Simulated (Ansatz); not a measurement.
Input and output for OsO3(NH) (OsNO₃H).

```yaml
crystal:
  periodic: [false, false, false]
  atoms:
    - {symbol: Os, position_ang: [0.214784, 0.370781, 0.144811]}
    - {symbol: O, position_ang: [0.207317, 0.399298, 1.846363]}
    - {symbol: O, position_ang: [1.823502, 0.369319, -0.411003]}
    - {symbol: O, position_ang: [-0.582710, 1.754390, -0.443317]}
    - {symbol: N, position_ang: [-0.583343, -1.033927, -0.411707]}
    - {symbol: H, position_ang: [-1.079560, -1.859860, -0.725135]}
basis:
  gaussian: {orbitals: def2-TZVP}
magnetization: {spin_polarized: true, initial_magnetization: 0}
hamiltonian: {xc: {name: r2SCAN50}}
scf: {omitted_lower_state_checks: [starts]}
output: {forces: true}
```

```sh
$ ansatz run in.yaml --threads 4 --pin off --events-out ev --progress --plain --max-ram 3916MiB
```

Output, abridged:

```
Functional definition: r2SCAN50
1217 factors; their error is unknown
mean field evaluation 1: about -10087.3769 eV, gradient 7.9e1 eV
mean field evaluation 2: about -10011.2766 eV, gradient 1.7e2 eV
mean field evaluation 4: about -10107.0596 eV, gradient 7.1e0 eV
mean field evaluation 8: about -10107.2487 eV, gradient 1.7e-1 eV
mean field evaluation 16: about -10107.3380 eV, gradient 5.9e-4 eV
mean field -10107.33803608 eV, -371.4378218261 hartree, gradient 2.3e-5 eV, S^2 0.000000; 0 other end points of the search recorded, 0 dependent functions left out
reference -10107.33804301 eV, -371.4378220808 hartree; 24, 24 occupied and 146, 146 virtual orbitals, 1217 factors
Total energy: -10107.33804301 eV, -371.4378220808 hartree
Atom 0 at     0.214784     0.370781     0.144811 Å, force    -0.033178    -0.047478    -0.016060 eV/Å
Atom 1 at     0.207317     0.399298     1.846363 Å, force     0.017424    -0.011822    -1.754582 eV/Å
Atom 2 at     1.823502     0.369319    -0.411003 Å, force    -1.649523     0.017524     0.579514 eV/Å
Atom 3 at    -0.582710     1.754390    -0.443317 Å, force     0.834841    -1.414054     0.615777 eV/Å
Atom 4 at    -0.583343    -1.033927    -0.411707 Å, force     0.484448     0.874788     0.353259 eV/Å
Atom 5 at    -1.079560    -1.859860    -0.725135 Å, force     0.345988     0.581042     0.222092 eV/Å
Dipole moment:    -0.352477    -0.600022    -0.231748 e Å
Checks for a lower state left out: starts
```

Hardware: 4 threads of Arm Neoverse V1 on a shared host. Wall time 20 s, peak host memory 0.77 GiB.

In the def2 sets Os takes a core potential; there is no spin–orbit coupling.
